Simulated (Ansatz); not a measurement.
Gas-phase electronic energies from Ansatz, PBE0-D4/def2-TZVP geometries. CBS: MP2 limit from def2 TZ/QZ plus the TZ coupled-cluster correction, frozen cores. DFT in def2-TZVPP. Elements past krypton have def2 core potentials. For Ga, In outer-core shells are correlated without core-valence functions, which leaves a few kJ/mol of doubt a bond. Scalar relativity is left out up to krypton. One conformer a species, not always the lowest.

`[OH][GaH][NH][InH2]` + silanol → `[SiH3][O][InH2]` + `[NH2][GaH][OH]`  (ligand exchange at the In–N bond)

`[OH][GaH][NH][InH2]`:

Cartesian coordinates in Å:
```
O -0.646 -0.585 2.626
Ga -0.862 -0.341 0.862
N 0.657 0.154 -0.006
In 0.959 0.548 -1.974
H -1.447 -0.847 3.083
H -2.243 -0.546 0.172
H 1.467 0.242 0.594
H 2.557 0.988 -2.410
H -0.442 0.387 -2.948
```

`O[SiH3]`:

Cartesian coordinates in Å:
```
O 0.180 1.268 -0.047
Si -0.150 -0.345 -0.123
H 0.756 1.575 0.653
H 1.087 -1.151 -0.315
H -1.051 -0.521 -1.284
H -0.822 -0.827 1.116
```

`[SiH3][O][InH2]`:

Cartesian coordinates in Å:
```
Si 0.827 -0.735 -0.887
O -0.147 0.488 -0.454
In -1.164 1.091 1.150
H 1.036 -1.703 0.235
H 2.166 -0.223 -1.296
H 0.250 -1.490 -2.034
H -1.991 2.539 0.811
H -0.977 0.033 2.476
```

`[NH2][GaH][OH]`:

Cartesian coordinates in Å:
```
N 0.644 -0.940 0.412
Ga -0.443 0.089 -0.611
O -0.743 1.769 -0.075
H 1.092 -0.637 1.260
H 0.869 -1.894 0.189
H -1.122 -0.400 -1.912
H -0.296 2.014 0.737
```

Q: Is it downhill or uphill in electronic energy at CCSD(T)/CBS, and by how much? (Estimate.)

A: Computed: Downhill: ΔE = -26.0 kJ/mol.

Q: What do these levels give: ωB97M-V, BLYP, r2SCANh, BHLYP, CCSD/def2-SVP, CCSD(T)/def2-SVP? (Best estimate.)

A: Computed: ωB97M-V -29.2, BLYP -30.7, r2SCANh -29.7, BHLYP -34.2, CCSD/def2-SVP -28.8, CCSD(T)/def2-SVP -26.0 kJ/mol.

Largest T1 diagnostic among the species: 0.016.

From BLYP to BHLYP (50 % exact exchange), in def2-TZVPP and without D4, ΔE moves by −3.5 kJ/mol. In def2-TZVPP, CCSD(T) changes the Hartree–Fock value by +16.7 kJ/mol (the triples alone add +2.5 kJ/mol) and MP2 by +19.9 kJ/mol. Leaving LDA and LC-ωPBE aside and taking each functional with its dispersion term where it has one, the values, not all of them listed here, spread over 8.2 kJ/mol, from B97M-V to PBE-D4. LDA lies +4.4 kJ/mol from PBE without D4.
